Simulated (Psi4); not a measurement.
Noncovalent pair: HCl (SMILES Cl) (first 2 atoms) with C2H6O (SMILES COC); geometry from B3LYP-D3(BJ)/def2-TZVP, rigid monomers moved along the line of their centres of mass till Cl1···O4 is 5.55 Å.
(charge 0, multiplicity 1):
```
atom    x (Å)    y (Å)    z (Å)
----  -------  -------  -------
Cl    -0.4248   0.4882   0.3549
H     -1.1121   0.8349  -0.6718
C      0.3952  -1.6944   5.8345
O      1.3444  -0.7129   5.4806
C      1.0995   0.5257   6.1095
H     -0.6190  -1.3919   5.5444
H      0.4072  -1.8897   6.9149
H      0.6580  -2.6079   5.3035
H      0.1166   0.9272   5.8315
H      1.8716   1.2178   5.7774
H      1.1441   0.4337   7.2027
```

The numbers are results of SAPT0/jun-cc-pV(D+d)Z (Psi4 1.11), not measurements.

Task: Which attractive term is largest, and how does the interaction split up?

Result: electrostatics 0.05, exchange 0.00, induction 0.00, dispersion -0.05, total -0.01 kcal/mol; the largest attraction is dispersion.
